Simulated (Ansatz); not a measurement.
Input file for Ansatz (a first-principles code): U-r2SCAN/def2-TZVPP on CH4OSn (SMILES [CH3][Sn][OH]), a point of a bond scan (R = 1.060 Å). Elements past Kr take the def2 small-core potentials; no spin–orbit coupling.

Ansatz 0.2 input:
```yaml
crystal:
  periodic: [false, false, false]
  atoms:
    - {symbol: Sn, position_ang: [0.02238006, -0.06360862, 0.38858019]}
    - {symbol: C, position_ang: [0.41947667, 1.60722086, -0.98166041]}
    - {symbol: H, position_ang: [-0.20201734, 2.46931644, -0.72594186]}
    - {symbol: H, position_ang: [0.20079564, 1.28779189, -2.00052818]}
    - {symbol: H, position_ang: [1.46422512, 1.92099925, -0.91166492]}
    - {symbol: O, position_ang: [-0.53752719, -1.25054683, -1.13046981]}
    - {symbol: H, position_ang: [-0.82476096, -2.22523512, -0.82982206]}
basis:
  gaussian:
    orbitals: def2-TZVPP
hamiltonian:
  xc: {name: r2SCAN}
magnetization: {spin_polarized: true, initial_magnetization: 0}
```

Output:

```
WARN ansatz: RAYON_NUM_THREADS=1 ignored (pool sized by the plan → 1); use --threads N
Functional definition: r2SCAN
integrals: 0.07 GiB planned
955 factors; their error is unknown
mean field: 0.72 GiB planned
mean field evaluation 1: about -8967.4293 eV, gradient 6.1e1 eV
mean field evaluation 2: about -8850.2163 eV, gradient 1.4e2 eV
mean field evaluation 4: about -8982.2011 eV, gradient 1.2e1 eV
mean field evaluation 8: about -8982.9802 eV, gradient 1.3e-1 eV
mean field evaluation 16: about -8982.9732 eV, gradient 2.8e-4 eV
mean field -8982.97320406 eV, -330.1181763713 hartree, gradient 2.7e-5 eV, S^2 0.000000; 1 other end points of the search recorded, 0 dependent functions left out
reference -8982.97322036 eV, -330.1181769703 hartree; 20, 20 occupied and 148, 148 virtual orbitals, 955 factors
Total energy: -8982.97322036 eV, -330.1181769703 hartree
```

The calculation finished and met its thresholds.

Cost: about 13 core-seconds (a rough figure).
